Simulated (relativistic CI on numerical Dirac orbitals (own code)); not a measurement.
**Sensitivity of the levels of Yb XLIII to α and to the nuclear radius**

These numbers are calculated, not measured: Dirac-Coulomb-Breit CI, separate exchange-only KLI orbitals for each configuration, derivatives by finite differences, unscaled Slater integrals, QED left out (own radial code, finite nucleus).

Configuration list (outside the closed core [Ne] 3s2): 3p⁶3d¹⁰, 3p⁶3d⁹4s, 3p⁶3d⁹4p, 3p⁶3d⁹4d, 3p⁵3d¹⁰4s, 3p⁶3d⁹4f, 3p⁵3d¹⁰4p, 3p⁶3d⁸4s². Levels of other configurations are missing.

With x = (α/α₀)² − 1 an excitation energy changes as ω = ω₀ + qx; K = 2q/ω₀ is the relative enhancement. Terms are leading LS components, so labels can repeat. The field-shift factor is F = δν/δ⟨r²⟩ for the transition from the lowest level.

Lowest level 3p⁶3d¹⁰ ¹S0.

| Level | ω₀ (cm⁻¹) | q (cm⁻¹) | F (GHz/fm²) |
| --- | --- | --- | --- |
| 3p⁶3d⁹4s ³D3 | 10784141 | -1.198e+06 | 1600 |
| 3p⁶3d⁹4s ¹D2 | 10798151 | -1.196e+06 | 1590 |
| 3p⁶3d⁹4s ³D1 | 11191508 | -787700 | 1610 |
| 3p⁶3d⁹4s ³D2 | 11200737 | -787700 | 1600 |
| 3p⁶3d⁹4p ³P°2 | 11496015 | -1.091e+06 | 180 |
| 3p⁶3d⁹4p ³F°3 | 11506231 | -1.093e+06 | 177 |
| 3p⁶3d⁹4p ³F°2 | 11904848 | -682800 | 186 |
| 3p⁶3d⁹4p ³D°1 | 11928803 | -676500 | 186 |
| 3p⁶3d⁹4p ³F°4 | 12114926 | -355200 | 101 |
| 3p⁶3d⁹4p ¹D°2 | 12128691 | -357300 | 104 |
| 3p⁶3d⁹4p ¹P°1 | 12136740 | -354900 | 105 |
| 3p⁶3d⁹4p ³D°3 | 12152182 | -353500 | 101 |
| 3p⁶3d⁹4p ³P°0 | 12495804 | 58410 | 111 |

At this charge energies of transitions that change n are usually good to better than 1 %, and those within a shell (Δn = 0) to a few per cent.

Question: Which transition from the lowest level has the largest |K|?

Answer: 3p⁶3d⁹4s ³D3 at 10784141 cm⁻¹, K = -0.222.
